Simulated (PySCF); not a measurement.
CH4ClNOSi2, SMILES Cl[Si@]1(O)N=C[SiH2]1. Heavy atoms are numbered as in [OH:1][Si@@:2]1([Cl:3])[N:4]=[CH:5][SiH2:6]1. Hydrogens are named by the atom that carries them.

Geometry optimised at TPSSh-D3(BJ)/def2-SVP. The structure was generated by enumeration; whether it is a known compound was not checked. One conformer was computed; it need not be the lowest.

All values below come from PBE/pcSseg-1 in PySCF.

GIAO shieldings, no solvent; atoms alike by connectivity are averaged. δ = σ(ref) − σ: ¹⁷O against H2O (σ = 334.3 ppm); ²⁹Si against TMS (σ = 335.4 ppm); ³⁵Cl against HCl (σ = 936.5 ppm); ¹⁵N against NH3 (σ = 267.0 ppm); ¹³C against TMS (σ = 182.0 ppm); ¹H against TMS (σ = 31.49 ppm), references at their B3LYP-D3(BJ)/def2-TZVP geometries, non-relativistic (without spin–orbit terms, shifts of atoms bonded to Cl or Br come out too high).

| nucleus | atoms | count | δ (ppm) |
|---|---|---|---|
| ¹⁷O | O1 (OH) | 1 | 95.9 |
| ²⁹Si | Si2 | 1 | 1.1 |
| ²⁹Si | Si6 (SiH2) | 1 | -2.2 |
| ³⁵Cl | Cl3 | 1 | 132.6 |
| ¹⁵N | N4 | 1 | 588.1 |
| ¹³C | C5 (CH) | 1 | 217.0 |
| ¹H | H on C5 | 1 | 10.80 |
| ¹H | H on Si6 | 2 | 6.16 |
| ¹H | H on O1 | 1 | 3.18 |
